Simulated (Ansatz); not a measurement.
Basis-set series for germane (`[GeH4]`). The species carries charge 0 and has multiplicity 1. Geometry: relaxed with PBE0-D4/def2-TZVP.

```json
{"atom": "Ge1", "x (Å)": "0.0000", "y (Å)": "-0.0001", "z (Å)": "-0.0001"}
{"atom": "H2", "x (Å)": "-1.4011", "y (Å)": "-0.0982", "z (Å)": "0.6170"}
{"atom": "H3", "x (Å)": "1.0099", "y (Å)": "0.3948", "z (Å)": "1.0851"}
{"atom": "H4", "x (Å)": "-0.0022", "y (Å)": "1.0619", "z (Å)": "-1.1071"}
{"atom": "H5", "x (Å)": "0.3935", "y (Å)": "-1.3584", "z (Å)": "-0.5949"}
```

```json
{"functional": "PBE0-D4", "basis": "def2-TZVPP", "functions": "104", "energy (Eh)": "-2079.12062", "HOMO (eV)": "-9.65", "LUMO (eV)": "1.07"}
{"functional": "PBE0-D4", "basis": "def2-QZVPP", "functions": "209", "energy (Eh)": "-2079.16620", "HOMO (eV)": "-9.65", "LUMO (eV)": "0.65"}
{"functional": "ωB97M-V", "basis": "def2-TZVPP", "functions": "104", "energy (Eh)": "-2079.25152", "HOMO (eV)": "-11.91", "LUMO (eV)": "2.76"}
{"functional": "ωB97M-V", "basis": "def2-QZVPP", "functions": "209", "energy (Eh)": "-2079.29629", "HOMO (eV)": "-11.91", "LUMO (eV)": "2.05"}
```

(1) Give the rows for def2-SVP. (Best estimate.)

## Answers

(1) Computed: 
```json
{"functional": "PBE0-D4", "basis": "def2-SVP", "functions": "52", "energy (Eh)": "-2078.85677", "HOMO (eV)": "-9.63", "LUMO (eV)": "1.57"}
{"functional": "ωB97M-V", "basis": "def2-SVP", "functions": "52", "energy (Eh)": "-2078.98658", "HOMO (eV)": "-11.83", "LUMO (eV)": "3.43"}
```

Positive LUMOs are unbound and depend on the basis. Scalar relativity is left out up to krypton.
